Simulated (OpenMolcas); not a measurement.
Nb III: CASPT2 settings compared

```json
{"Program": "OpenMolcas 26.06", "Basis": "ANO-RCC-VDZP [6s5p3d1f]", "Scalar Hamiltonian": "X2C, point nucleus", "Active space": "3 electrons in 10 orbitals (4d 5d)", "State averaging": "2S+1 = 4 even, 10 roots; 2S+1 = 2 even, 40 roots kept (CI in the orbitals of an earlier block)", "Spin-orbit coupling": "RASSI with atomic mean-field integrals over the reference wave functions, term energies averaged over their components"}
```

Methods on the same reference wave functions:
A. CASSCF
B. SS-CASPT2, IPEA 0.6 Eh, imaginary shift 0.2 Eh (closed shells correlated: none)
C. SS-CASPT2, IPEA 0.5 Eh, sigma2 regulariser 0.3 Eh (closed shells correlated: none)

Energies in cm⁻¹ above 4d³ ⁴F_3/2, the measured ground level; measured values from the list in Shadmi, J. Res. Natl. Bur. Stand. 70A, 435 (1966).

```
               Level      A      B      C  Measured
          4d³ ⁴F_3/2    0.0    0.0    0.0       0.0
          4d³ ⁴F_5/2    531    540    539       516
          4d³ ⁴F_7/2   1225   1238   1238      1177
          4d³ ⁴F_9/2   2046   2060   2060      1939
          4d³ ⁴P_1/2  10959   9730   9740      8664
          4d³ ⁴P_3/2  11070   9720   9770      8608
          4d³ ²G_7/2  11623  11040  11080      9236
          4d³ ⁴P_5/2  11840  10680  10670      9594
          4d³ ²G_9/2  12199  11680  11720      9804
   4d³ ²P_3/2 [52 %]  15055  12510  12750          
          4d³ ²P_1/2  15274  12380  12770          
          4d³ ²H_9/2  15388  15480  15480     12916
         4d³ ²H_11/2  15761  15900  15910     13264
       4d³ ²D_5/2(1)  17135  14840  14900     13094
4d³ ²D_3/2(1) [57 %]  17245  14720  14890          
          4d³ ²F_7/2  25600  23660  23730     19861
          4d³ ²F_5/2  25855  23900  23970     19975
       4d³ ²D_5/2(2)  39212  34990  34950          
       4d³ ²D_3/2(2)  39445  35210  35170
```

Deviations, from unrounded energies. A percentage is the sum of absolute deviations over the sum of measured energies, with the sign that they share, or ± where signs differ.

```csv
Against measurement,Levels,A,B,C
mean absolute deviation (cm-1),13,2500,1700,1700
fine structure of the ground term (%),3,+4.7,+5.6,+5.6
other terms of the ground configuration (%),10,+25.9,+17.3,+17.6
```

B, C lie about equally close to measurement and A furthest from it. The largest miss of B in the table is 4d³ ²F_5/2, by +3900 cm-1. The ranking rests on the paired levels alone, and a cruder setting can come out closer through cancelling errors.

Between B and C the level of the table that moves most is 4d³ ²P_1/2, by 390 cm-1 (lowest in B, highest in C). Moves below CASPT2's spread within the term are not significant.

The mean deviations of B to C differ by less than CASPT2's widest spread within a term (80 cm-1), so their order carries little weight.

From A to B the spin-free energies of the other terms of 4d³ shown, above ⁴F, scale by factors of 0.79 to 1.01.

The lowest spin-free term lies below A's lowest term by 0.011 hartree in B, 0.011 hartree in C.

CASPT2 breaks the degeneracy within a term, and the mean is taken; among the terms shown or strongly mixed into the levels shown the widest spread is 80 cm-1 (4d³ ⁴F, C). Terms from blocks run as CI alone lack orbitals of their own. Active for correlation alone: 5d; no level in the range computed is led by a configuration that fills it, so any true level of that kind is missing. Without dynamic correlation excited terms often stand tens of per cent too high (terms of higher spin than the ground term too low), and those without a measured partner can miss by more than the paired ones (holds for A). Some terms miss by over 15 % even with CASPT2, which points to a basis or an active space too small for the shells correlated (holds for B; C). Computed and measured levels are paired by configuration, term and J; levels that our copy of the source lacks, or whose pairing is in doubt (as where it misses far off the trend of its configuration), stay unpaired and out of the deviations. Levels of configurations outside the active space are missing.

A share in square brackets marks a mixed level and gives the weight of the term that names it, the lowest over the columns. A number in round brackets counts repeated terms of one configuration in the order of the reference energies.
